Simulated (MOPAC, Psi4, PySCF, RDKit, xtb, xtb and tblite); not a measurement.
Two geometries of SMILES CS[SiH2][Si](C)(C)C (C₄H₁₄SSi₂), relaxed at GFN2-xTB with one dihedral held; other torsions can differ between them too.

Structure A

```
21

C     -4.0035     0.6234     0.0826
S     -2.3232     1.1346    -0.3900
Si    -1.1916    -0.5494     0.3611
Si    -1.2734    -2.3828    -1.0827
C     -0.2421    -3.7971    -0.3212
C     -0.5436    -1.9337    -2.7916
C     -3.0581    -3.0268    -1.3543
H     -4.2727    -0.2908    -0.4370
H     -4.0501     0.4773     1.1574
H     -4.6715     1.4263    -0.2107
H     -1.7420    -0.7582     1.7062
H      0.1208     0.0674     0.5318
H     -0.2204    -4.6666    -0.9713
H     -0.6462    -4.1148     0.6352
H      0.7854    -3.4884    -0.1545
H     -0.6075    -2.7645    -3.4895
H      0.5030    -1.6542    -2.7097
H     -1.0703    -1.0923    -3.2332
H     -3.0624    -3.9475    -1.9318
H     -3.6621    -2.3038    -1.8963
H     -3.5574    -3.2331    -0.4111
```

Structure B

```
21

C     -3.9688     0.9588    -0.0042
S     -2.2068     1.1983    -0.4006
Si    -1.2826    -0.6058     0.3502
Si    -2.6963    -2.4342     0.6742
C     -1.5730    -3.8658     1.2477
C     -3.5873    -2.9934    -0.9243
C     -4.0165    -2.1548     2.0327
H     -4.3392     0.0641    -0.4935
H     -4.0985     0.8916     1.0712
H     -4.4916     1.8308    -0.3832
H     -0.6386    -0.1850     1.6013
H     -0.2138    -0.7973    -0.6281
H     -2.1407    -4.7759     1.4186
H     -1.0634    -3.6201     2.1746
H     -0.8109    -4.0906     0.5075
H     -4.1608    -3.9018    -0.7595
H     -2.8730    -3.1979    -1.7168
H     -4.2759    -2.2399    -1.2966
H     -4.4680    -3.0962     2.3348
H     -4.8193    -1.5039     1.6984
H     -3.5787    -1.7066     2.9206
```

Problem. Which is lower in energy at the level B3LYP-D3(BJ)/def2-SVP // GFN2-xTB (Psi4), and by how much?

Solution. A is lower, by 6.04 kJ/mol (dihedral C1–S2–Si3–Si4: 80° in A, 20° in B).

E(B) − E(A) in kJ/mol at the other levels, on the same two geometries: GFN2-xTB (xtb and tblite) 3.73; MMFF94 // GFN2-xTB (RDKit) 10.42; B3LYP/def2-SVP // GFN2-xTB (Psi4) 8.54; PBE/def2-SVP // GFN2-xTB (Psi4) 7.94; PBE-D3(BJ)/def2-SVP // GFN2-xTB (Psi4) 6.39; UFF // GFN2-xTB (RDKit) 11.88; PM3, restricted, heats of formation // GFN2-xTB (MOPAC) 0.19; PM6, restricted, heats of formation // GFN2-xTB (MOPAC) 0.58; GFN1-xTB // GFN2-xTB (xtb) -1.70; restricted B3LYP/6-31G*, spherical d, density fitting // GFN2-xTB (PySCF) 7.25; restricted B3LYP/6-311+G**, spherical d, density fitting // GFN2-xTB (PySCF) 8.07; restricted B3LYP/LANL2DZ, with its core potentials past Ne // GFN2-xTB (PySCF) 5.64; restricted Hartree-Fock/LANL2DZ, with its core potentials past Ne // GFN2-xTB (PySCF) 6.80.

MMFF94 has few fitted parameters for silicon.
